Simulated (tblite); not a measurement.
C7H5N2 (doublet state).
Bonds: N1–C2 (triple), C2–C3, C3–C4 (aromatic), C4–C5 (aromatic), C5–N6, C5–C7 (aromatic), C7–C8 (aromatic), C8–C9 (aromatic), C3–C9 (aromatic). Hydrogens: H10, H11 on N6; H12 on C7; H13 on C8; H14 on C9.

Computed geometry: GFN2-xTB, gas phase. This method treats the open shell by occupation alone, without spin polarisation.

(1) Give the optimised bond lengths and angles.

Results:

(1) 
```csv
bond,length (Å),order
N1≡C2,1.146,triple
C2–C3,1.413,single
C3–C4,1.365,aromatic
C4–C5,1.376,aromatic
C5–N6,1.372,single
C5–C7,1.406,aromatic
C7–C8,1.383,aromatic
C8–C9,1.379,aromatic
C3–C9,1.409,aromatic
"N6–H10, N6–H11",1.006,single
C7–H12,1.081,single
C8–H13,1.080,single
C9–H14,1.079,single
```

Bonds in one row agree within 0.01 Å and their mean is given. Orders are formal, as drawn. A selection of angles:
```csv
angle,degrees
N1–C2–C3,179.4
C2–C3–C4,122.1
C2–C3–C9,119.6
C4–C3–C9,118.3
C3–C4–C5,125.1
C4–C5–N6,122.8
C4–C5–C7,115.7
N6–C5–C7,121.4
C5–N6–H10,117.2
H10–N6–H11,115.6
C5–C7–C8,121.0
C5–C7–H12,118.4
C8–C7–H12,120.6
C7–C8–C9,121.4
C7–C8–H13,119.2
C9–C8–H13,119.3
C8–C9–H14,122.1
C3–C9–C8,118.5
C3–C9–H14,119.4
H11–N6–C5,116.8
```

C7 (carbon bonded to 2 C and H) is planar (angles 121.0°, 120.6° and 118.4°, sum 360.0°, 0.00 Å off the plane of its three neighbours). The 2 C–N bonds span 1.146 Å (N1≡C2, drawn triple) to 1.372 Å (C5–N6, drawn single), a spread of 0.226 Å. C5 (carbon bonded to 2 C and N) is planar (angles 122.8°, 121.4° and 115.7°, sum 359.9°, 0.02 Å off the plane of its three neighbours). The 7 C–C bonds span 1.365 Å (C3–C4, aromatic) to 1.413 Å (C2–C3, drawn single), a spread of 0.048 Å. The 6-membered ring C3–C4–C5–C7–C8–C9 has internal angles of 115.7° to 125.1°; it is planar, 0.00 Å rms from its mean plane, widest ring torsion 0°. C9 (carbon bonded to 2 C and H) is planar (angles 122.1°, 119.4° and 118.5°, sum 360.0°, 0.00 Å off the plane of its three neighbours). Of the pairs four or more bonds apart, H10···H12 is among the closest relative to their van der Waals radii: 2.41 Å, 101 % of the sum of Bondi's values.

Point group: near Cs, missed by 0.25 Å at most; the miss may be what the optimiser left on a soft mode. Its GFN2-xTB frequencies are all real (lowest 123 cm⁻¹).
